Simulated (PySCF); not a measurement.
Task: Give a PBE0-D3(BJ)/def2-SVP geometry of `CO[C@@H](F)CC#N`.

Result: 
```xyz
13
C4H6FNO angstrom
C     -1.869    0.506    0.241
O     -0.648    0.485   -0.459
C      0.115   -0.620   -0.250
F     -0.454   -1.727   -0.838
C      1.470   -0.406   -0.904
C      2.208    0.699   -0.311
N      2.789    1.569    0.182
H     -1.704    0.410    1.330
H     -2.343    1.474    0.037
H     -2.538   -0.304   -0.092
H      0.210   -0.854    0.830
H      2.060   -1.331   -0.822
H      1.297   -0.206   -1.973
```

Orientation and origin are arbitrary. Atoms count from 1 in this order. The C–C distances run from 1.454 Å (C5–C6, drawn single) to 1.520 Å (C3–C5, drawn single), a spread of 0.066 Å. Of the pairs four or more bonds apart, H8···H11 is among the closest relative to their van der Waals radii: 2.35 Å, 98 % of the sum of Bondi's values. The C–O distances run from 1.358 Å (O2–C3, drawn single) to 1.408 Å (C1–O2, drawn single), a spread of 0.050 Å.

Bonds between heavy atoms (Å): C1–O2 1.408, O2–C3 1.358, C3–F4 1.376, C3–C5 1.520, C5–C6 1.454, C6≡N7 1.156.

Theory: PySCF 2.14.0, PBE0-D3(BJ)/def2-SVP geometry optimisation, gas phase.

Point group: C1 (no symmetry element, even within 0.4 Å). No PBE0-D3(BJ)/def2-SVP frequencies stand behind this structure, so it isn't proved a minimum. One conformer, not necessarily the lowest (C1–O2–C3–F4 70°, O2–C3–C5–C6 63°).
